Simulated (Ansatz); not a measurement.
A short molecular-dynamics run on Mo₃H₃Se₉.

```yaml
crystal:
  periodic: [false, false, false]
  atoms:
    - {symbol: Mo, position_ang: [-1.101443, -0.924889, -0.116335]}
    - {symbol: Mo, position_ang: [-0.412345, 1.836833, -0.551570]}
    - {symbol: Mo, position_ang: [1.292986, -0.198278, 0.909911]}
    - {symbol: Se, position_ang: [-3.206251, -2.611179, -0.026031]}
    - {symbol: Se, position_ang: [-0.107890, -1.895570, 1.885226]}
    - {symbol: Se, position_ang: [-1.820585, -2.391387, -1.952628]}
    - {symbol: Se, position_ang: [-2.469038, 0.897653, 0.553153]}
    - {symbol: Se, position_ang: [-1.401080, 2.645499, -2.457345]}
    - {symbol: Se, position_ang: [0.674129, 1.796691, 1.913710]}
    - {symbol: Se, position_ang: [0.816725, -0.038992, -1.525707]}
    - {symbol: Se, position_ang: [1.069573, 3.883761, -0.706537]}
    - {symbol: Se, position_ang: [3.684088, -0.783935, 0.900905]}
    - {symbol: H, position_ang: [-2.535952, -3.817967, 0.556904]}
    - {symbol: H, position_ang: [1.982067, 3.668416, 0.460752]}
    - {symbol: H, position_ang: [3.535005, -2.066658, 0.155592]}
basis:
  gaussian: {orbitals: def2-SVP}
magnetization: {spin_polarized: true, initial_magnetization: 1}
hamiltonian: {xc: {name: BLYP}, dispersion: d3bjatm}
md: {timestep: 1 fs, n_steps: 15, ensemble: nve, temperature: 500, initial_velocities: maxwell_boltzmann, seed: 911}
scf: {omitted_lower_state_checks: [starts]}
```

```sh
$ ansatz run in.yaml --threads 2 --pin off --events-out ev --progress --plain --max-ram 32768MiB --backend cuda --devices 0, --max-vram 18GiB
```

| step | time (fs) | potential energy (eV) | kinetic (eV) | T (K) | conserved (eV) |
| --- | --- | --- | --- | --- | --- |
| 0 | 0.0 | -593716.4126 | 0.8402 | 500 | -593715.5724 |
| 1 | 1.0 | -593716.4079 | 0.8359 | 497 | -593715.5720 |
| 2 | 2.0 | -593716.3925 | 0.8212 | 489 | -593715.5713 |
| 3 | 3.0 | -593716.3761 | 0.8052 | 479 | -593715.5709 |
| 4 | 4.0 | -593716.3652 | 0.7942 | 473 | -593715.5710 |
| 5 | 5.0 | -593716.3585 | 0.7870 | 468 | -593715.5715 |
| 6 | 6.0 | -593716.3497 | 0.7778 | 463 | -593715.5719 |
| 7 | 7.0 | -593716.3334 | 0.7614 | 453 | -593715.5720 |
| 8 | 8.0 | -593716.3096 | 0.7379 | 439 | -593715.5717 |
| 9 | 9.0 | -593716.2846 | 0.7133 | 425 | -593715.5713 |
| 10 | 10.0 | -593716.2701 | 0.6993 | 416 | -593715.5708 |
| 11 | 11.0 | -593716.2788 | 0.7081 | 421 | -593715.5706 |
| 12 | 12.0 | -593716.3096 | 0.7386 | 440 | -593715.5710 |
| 13 | 13.0 | -593716.3372 | 0.7657 | 456 | -593715.5716 |
| 14 | 14.0 | -593716.3425 | 0.7704 | 458 | -593715.5721 |
| 15 | 15.0 | -593716.3265 | 0.7545 | 449 | -593715.5720 |

Velocities are drawn at the set temperature; a run this short doesn't reach equilibrium.

In the def2 sets Mo takes a core potential; there is no spin–orbit coupling.

Frames (Å, forces in eV/Å):

```xyz
15
time=0.0 fs
Mo   -1.101   -0.925   -0.116   -0.068   -0.078   -0.013
Mo   -0.412    1.837   -0.552   -0.060    0.217   -0.006
Mo    1.293   -0.198    0.910    0.203   -0.033    0.135
Se   -3.206   -2.611   -0.026   -0.373   -0.158    0.248
Se   -0.108   -1.896    1.885   -0.037   -0.324    0.323
Se   -1.821   -2.391   -1.953    0.116   -0.107   -0.469
Se   -2.469    0.898    0.553   -0.389    0.128    0.186
Se   -1.401    2.645   -2.457   -0.209    0.103   -0.330
Se    0.674    1.797    1.914    0.040    0.224    0.376
Se    0.817   -0.039   -1.526    0.298   -0.109   -0.457
Se    1.070    3.884   -0.707    0.193    0.234   -0.020
Se    3.684   -0.784    0.901    0.251   -0.007    0.030
H    -2.536   -3.818    0.557    0.000   -0.046    0.035
H     1.982    3.668    0.461    0.023    0.015    0.000
H     3.535   -2.067    0.156    0.011   -0.059   -0.039
15
time=1.0 fs
Mo   -1.101   -0.924   -0.118   -0.057   -0.168    0.101
Mo   -0.416    1.839   -0.556   -0.003    0.177    0.091
Mo    1.293   -0.198    0.911    0.198   -0.043    0.174
Se   -3.210   -2.615   -0.025   -0.526    0.141    0.066
Se   -0.107   -1.899    1.887   -0.033   -0.266    0.255
Se   -1.818   -2.390   -1.951    0.093   -0.095   -0.487
Se   -2.467    0.897    0.553   -0.418    0.139    0.189
Se   -1.401    2.646   -2.458   -0.246    0.133   -0.396
Se    0.675    1.799    1.914    0.042    0.189    0.353
Se    0.816   -0.038   -1.523    0.324   -0.100   -0.505
Se    1.071    3.881   -0.705    0.255    0.246    0.030
Se    3.686   -0.785    0.900    0.198   -0.238   -0.099
H    -2.564   -3.834    0.509    0.176   -0.314    0.199
H     1.994    3.667    0.460   -0.041    0.016   -0.067
H     3.530   -2.088    0.160    0.037    0.183    0.095
15
time=2.0 fs
Mo   -1.100   -0.922   -0.121   -0.046   -0.257    0.213
Mo   -0.420    1.842   -0.560    0.053    0.139    0.186
Mo    1.293   -0.197    0.912    0.194   -0.054    0.215
Se   -3.214   -2.619   -0.024   -0.631    0.376   -0.069
Se   -0.107   -1.902    1.890   -0.028   -0.207    0.187
Se   -1.816   -2.388   -1.950    0.070   -0.082   -0.504
Se   -2.466    0.897    0.554   -0.447    0.150    0.193
Se   -1.401    2.647   -2.459   -0.283    0.163   -0.463
Se    0.676    1.802    1.914    0.044    0.153    0.332
Se    0.815   -0.036   -1.520    0.350   -0.089   -0.552
Se    1.072    3.879   -0.703    0.308    0.262    0.068
Se    3.687   -0.787    0.899    0.150   -0.427   -0.200
H    -2.591   -3.854    0.463    0.305   -0.521    0.316
H     2.006    3.665    0.459   -0.098    0.014   -0.121
H     3.526   -2.107    0.165    0.059    0.381    0.199
15
time=3.0 fs
Mo   -1.099   -0.921   -0.123   -0.036   -0.346    0.323
Mo   -0.424    1.844   -0.565    0.106    0.105    0.275
Mo    1.293   -0.197    0.913    0.191   -0.067    0.257
Se   -3.218   -2.622   -0.024   -0.656    0.475   -0.138
Se   -0.106   -1.905    1.892   -0.022   -0.149    0.120
Se   -1.813   -2.386   -1.949    0.044   -0.070   -0.519
Se   -2.465    0.896    0.554   -0.475    0.160    0.197
Se   -1.402    2.648   -2.460   -0.320    0.192   -0.530
Se    0.678    1.805    1.914    0.047    0.117    0.313
Se    0.815   -0.035   -1.517    0.375   -0.079   -0.598
Se    1.073    3.876   -0.702    0.346    0.281    0.085
Se    3.689   -0.788    0.898    0.109   -0.550   -0.259
H    -2.615   -3.878    0.420    0.354   -0.594    0.367
H     2.016    3.664    0.457   -0.138    0.009   -0.154
H     3.522   -2.122    0.172    0.074    0.513    0.262
15
time=4.0 fs
Mo   -1.098   -0.920   -0.125   -0.027   -0.436    0.432
Mo   -0.428    1.846   -0.569    0.153    0.081    0.353
Mo    1.293   -0.196    0.913    0.191   -0.083    0.303
Se   -3.222   -2.626   -0.023   -0.593    0.401   -0.148
Se   -0.105   -1.908    1.894   -0.016   -0.091    0.054
Se   -1.810   -2.384   -1.948    0.018   -0.057   -0.532
Se   -2.463    0.896    0.554   -0.503    0.170    0.201
Se   -1.402    2.649   -2.461   -0.358    0.221   -0.598
Se    0.679    1.807    1.915    0.052    0.081    0.299
Se    0.814   -0.033   -1.514    0.400   -0.069   -0.643
Se    1.075    3.874   -0.700    0.364    0.307    0.077
Se    3.691   -0.790    0.897    0.079   -0.594   -0.274
H    -2.635   -3.909    0.380    0.317   -0.496    0.356
H     2.026    3.663    0.453   -0.157   -0.001   -0.161
H     3.519   -2.133    0.182    0.080    0.564    0.280
15
time=5.0 fs
Mo   -1.097   -0.918   -0.127   -0.021   -0.531    0.538
Mo   -0.432    1.849   -0.573    0.185    0.077    0.409
Mo    1.293   -0.196    0.914    0.199   -0.108    0.358
Se   -3.226   -2.630   -0.022   -0.465    0.180   -0.123
Se   -0.105   -1.911    1.897   -0.009   -0.033   -0.011
Se   -1.808   -2.383   -1.947   -0.010   -0.046   -0.543
Se   -2.462    0.895    0.555   -0.533    0.177    0.207
Se   -1.402    2.650   -2.462   -0.395    0.249   -0.665
Se    0.680    1.810    1.915    0.062    0.045    0.295
Se    0.814   -0.032   -1.512    0.425   -0.060   -0.686
Se    1.076    3.872   -0.699    0.361    0.340    0.041
Se    3.692   -0.791    0.895    0.062   -0.554   -0.244
H    -2.652   -3.944    0.344    0.215   -0.252    0.310
H     2.034    3.661    0.447   -0.153   -0.015   -0.139
H     3.517   -2.138    0.194    0.076    0.531    0.253
15
time=6.0 fs
Mo   -1.097   -0.917   -0.129   -0.021   -0.638    0.644
Mo   -0.436    1.851   -0.578    0.191    0.116    0.421
Mo    1.294   -0.196    0.915    0.226   -0.156    0.430
Se   -3.230   -2.633   -0.021   -0.311   -0.119   -0.092
Se   -0.104   -1.915    1.899   -0.001    0.023   -0.073
Se   -1.805   -2.381   -1.946   -0.037   -0.037   -0.551
Se   -2.460    0.895    0.555   -0.566    0.182    0.215
Se   -1.402    2.651   -2.463   -0.433    0.276   -0.733
Se    0.681    1.813    1.915    0.081    0.008    0.312
Se    0.813   -0.031   -1.509    0.451   -0.054   -0.728
Se    1.077    3.870   -0.697    0.341    0.382   -0.020
Se    3.694   -0.793    0.894    0.057   -0.432   -0.174
H    -2.668   -3.981    0.311    0.088    0.069    0.255
H     2.040    3.660    0.441   -0.126   -0.034   -0.093
H     3.515   -2.138    0.209    0.062    0.415    0.185
15
time=7.0 fs
Mo   -1.096   -0.916   -0.131   -0.030   -0.776    0.752
Mo   -0.440    1.854   -0.582    0.140    0.242    0.346
Mo    1.294   -0.195    0.916    0.294   -0.252    0.537
Se   -3.235   -2.637   -0.021   -0.166   -0.419   -0.076
Se   -0.104   -1.918    1.901    0.006    0.077   -0.134
Se   -1.803   -2.379   -1.945   -0.064   -0.032   -0.556
Se   -2.459    0.894    0.556   -0.605    0.181    0.227
Se   -1.403    2.652   -2.465   -0.472    0.303   -0.800
Se    0.682    1.816    1.916    0.118   -0.030    0.371
Se    0.813   -0.029   -1.506    0.479   -0.053   -0.770
Se    1.079    3.867   -0.695    0.311    0.437   -0.098
Se    3.695   -0.795    0.893    0.063   -0.238   -0.069
H    -2.682   -4.018    0.280   -0.030    0.390    0.215
H     2.045    3.658    0.433   -0.082   -0.055   -0.027
H     3.515   -2.134    0.226    0.037    0.224    0.082
15
time=8.0 fs
Mo   -1.095   -0.915   -0.133   -0.057   -0.978    0.867
Mo   -0.443    1.856   -0.586   -0.022    0.540    0.096
Mo    1.294   -0.195    0.917    0.446   -0.446    0.716
Se   -3.239   -2.641   -0.020   -0.053   -0.666   -0.081
Se   -0.103   -1.921    1.904    0.014    0.127   -0.190
Se   -1.800   -2.378   -1.944   -0.091   -0.031   -0.559
Se   -2.458    0.894    0.556   -0.660    0.171    0.248
Se   -1.403    2.653   -2.466   -0.510    0.331   -0.868
Se    0.684    1.818    1.916    0.193   -0.068    0.515
Se    0.812   -0.028   -1.504    0.514   -0.062   -0.814
Se    1.080    3.865   -0.694    0.287    0.512   -0.186
Se    3.697   -0.797    0.892    0.079    0.008    0.057
H    -2.697   -4.051    0.252   -0.118    0.656    0.195
H     2.050    3.656    0.425   -0.026   -0.077    0.047
H     3.514   -2.128    0.243    0.005   -0.018   -0.042
15
time=9.0 fs
Mo   -1.094   -0.914   -0.134   -0.114   -1.300    0.998
Mo   -0.447    1.859   -0.590   -0.389    1.153   -0.472
Mo    1.294   -0.194    0.919    0.752   -0.821    1.026
Se   -3.243   -2.644   -0.019    0.018   -0.827   -0.107
Se   -0.102   -1.924    1.906    0.022    0.172   -0.242
Se   -1.798   -2.376   -1.943   -0.117   -0.036   -0.561
Se   -2.457    0.894    0.557   -0.744    0.146    0.287
Se   -1.404    2.654   -2.468   -0.551    0.360   -0.940
Se    0.685    1.821    1.917    0.339   -0.110    0.815
Se    0.812   -0.026   -1.502    0.560   -0.090   -0.864
Se    1.082    3.863   -0.692    0.291    0.620   -0.271
Se    3.699   -0.798    0.891    0.098    0.266    0.184
H    -2.712   -4.077    0.225   -0.166    0.836    0.196
H     2.054    3.653    0.418    0.030   -0.096    0.119
H     3.513   -2.123    0.260   -0.030   -0.273   -0.167
15
time=10.0 fs
Mo   -1.093   -0.913   -0.136   -0.210   -1.791    1.155
Mo   -0.451    1.861   -0.595   -1.047    2.201   -1.491
Mo    1.295   -0.194    0.920    1.274   -1.448    1.521
Se   -3.247   -2.648   -0.018    0.043   -0.890   -0.149
Se   -0.102   -1.927    1.908    0.030    0.211   -0.288
Se   -1.795   -2.374   -1.942   -0.142   -0.048   -0.563
Se   -2.456    0.893    0.557   -0.867    0.098    0.349
Se   -1.404    2.655   -2.469   -0.594    0.392   -1.018
Se    0.686    1.824    1.917    0.588   -0.156    1.339
Se    0.812   -0.025   -1.499    0.623   -0.144   -0.923
Se    1.083    3.861   -0.690    0.344    0.770   -0.340
Se    3.700   -0.800    0.889    0.113    0.481    0.286
H    -2.730   -4.096    0.200   -0.172    0.917    0.213
H     2.058    3.649    0.412    0.076   -0.108    0.174
H     3.513   -2.119    0.276   -0.061   -0.485   -0.266
15
time=11.0 fs
Mo   -1.093   -0.913   -0.137   -0.309   -2.295    1.313
Mo   -0.455    1.864   -0.599   -1.762    3.310   -2.598
Mo    1.295   -0.194    0.921    1.830   -2.112    2.043
Se   -3.252   -2.652   -0.018    0.026   -0.848   -0.201
Se   -0.101   -1.931    1.910    0.037    0.247   -0.331
Se   -1.793   -2.373   -1.942   -0.165   -0.063   -0.564
Se   -2.455    0.893    0.558   -0.989    0.047    0.412
Se   -1.405    2.657   -2.471   -0.637    0.425   -1.097
Se    0.688    1.826    1.918    0.863   -0.204    1.915
Se    0.811   -0.024   -1.497    0.686   -0.200   -0.976
Se    1.085    3.859   -0.689    0.422    0.915   -0.380
Se    3.702   -0.802    0.888    0.116    0.597    0.338
H    -2.749   -4.106    0.177   -0.139    0.892    0.242
H     2.063    3.644    0.407    0.099   -0.115    0.201
H     3.511   -2.121    0.288   -0.079   -0.598   -0.315
15
time=12.0 fs
Mo   -1.092   -0.912   -0.139   -0.279   -2.239    1.374
Mo   -0.459    1.867   -0.604   -1.612    3.062   -2.361
Mo    1.296   -0.194    0.923    1.727   -2.000    1.990
Se   -3.256   -2.656   -0.017   -0.029   -0.695   -0.260
Se   -0.101   -1.934    1.913    0.041    0.295   -0.380
Se   -1.790   -2.371   -1.941   -0.183   -0.068   -0.560
Se   -2.455    0.893    0.558   -0.970    0.061    0.394
Se   -1.405    2.658   -2.473   -0.674    0.453   -1.164
Se    0.689    1.829    1.919    0.841   -0.247    1.835
Se    0.811   -0.022   -1.495    0.689   -0.169   -0.983
Se    1.086    3.857   -0.687    0.413    0.902   -0.380
Se    3.704   -0.803    0.887    0.098    0.581    0.328
H    -2.769   -4.107    0.156   -0.068    0.758    0.278
H     2.069    3.638    0.404    0.084   -0.120    0.191
H     3.509   -2.128    0.298   -0.078   -0.576   -0.303
15
time=13.0 fs
Mo   -1.091   -0.912   -0.140   -0.119   -1.590    1.333
Mo   -0.464    1.871   -0.608   -0.502    1.357   -0.633
Mo    1.296   -0.195    0.925    0.911   -1.051    1.313
Se   -3.260   -2.660   -0.016   -0.119   -0.434   -0.323
Se   -0.100   -1.937    1.915    0.043    0.353   -0.434
Se   -1.788   -2.369   -1.941   -0.195   -0.063   -0.552
Se   -2.454    0.892    0.559   -0.808    0.143    0.293
Se   -1.406    2.659   -2.475   -0.704    0.477   -1.218
Se    0.691    1.832    1.920    0.482   -0.280    1.013
Se    0.811   -0.021   -1.493    0.629   -0.047   -0.941
Se    1.088    3.855   -0.686    0.311    0.728   -0.343
Se    3.706   -0.805    0.886    0.059    0.440    0.262
H    -2.790   -4.101    0.139    0.036    0.516    0.318
H     2.076    3.631    0.403    0.033   -0.123    0.147
H     3.506   -2.141    0.305   -0.059   -0.426   -0.235
15
time=14.0 fs
Mo   -1.090   -0.912   -0.141   -0.002   -1.112    1.316
Mo   -0.468    1.874   -0.613    0.345    0.081    0.684
Mo    1.297   -0.195    0.927    0.304   -0.347    0.811
Se   -3.264   -2.665   -0.016   -0.235   -0.080   -0.385
Se   -0.099   -1.940    1.917    0.045    0.402   -0.480
Se   -1.785   -2.368   -1.940   -0.209   -0.066   -0.543
Se   -2.453    0.892    0.560   -0.689    0.202    0.216
Se   -1.407    2.661   -2.477   -0.737    0.504   -1.279
Se    0.692    1.834    1.922    0.210   -0.317    0.385
Se    0.811   -0.020   -1.492    0.585    0.049   -0.907
Se    1.090    3.854   -0.685    0.266    0.600   -0.289
Se    3.707   -0.806    0.885    0.009    0.212    0.163
H    -2.811   -4.090    0.124    0.167    0.181    0.358
H     2.084    3.623    0.404   -0.032   -0.118    0.083
H     3.503   -2.157    0.310   -0.027   -0.190   -0.134
15
time=15.0 fs
Mo   -1.090   -0.912   -0.142    0.045   -0.929    1.345
Mo   -0.472    1.878   -0.618    0.707   -0.451    1.249
Mo    1.298   -0.195    0.929    0.061   -0.070    0.622
Se   -3.269   -2.669   -0.015   -0.361    0.326   -0.445
Se   -0.099   -1.943    1.919    0.046    0.440   -0.519
Se   -1.783   -2.366   -1.940   -0.226   -0.078   -0.535
Se   -2.453    0.892    0.561   -0.641    0.225    0.181
Se   -1.408    2.662   -2.479   -0.774    0.533   -1.347
Se    0.694    1.837    1.923    0.106   -0.359    0.129
Se    0.812   -0.019   -1.490    0.570    0.098   -0.891
Se    1.091    3.852   -0.683    0.289    0.547   -0.230
Se    3.709   -0.808    0.884   -0.045   -0.044    0.058
H    -2.830   -4.078    0.112    0.308   -0.208    0.395
H     2.091    3.613    0.405   -0.098   -0.105    0.014
H     3.499   -2.176    0.313    0.011    0.073   -0.025
```

Hardware: 2 threads of AMD EPYC 7R13 on a shared host and a share (18 GiB) of an NVIDIA H100 80GB HBM3. Wall time 1.8 min, peak host memory 1.2 GiB.
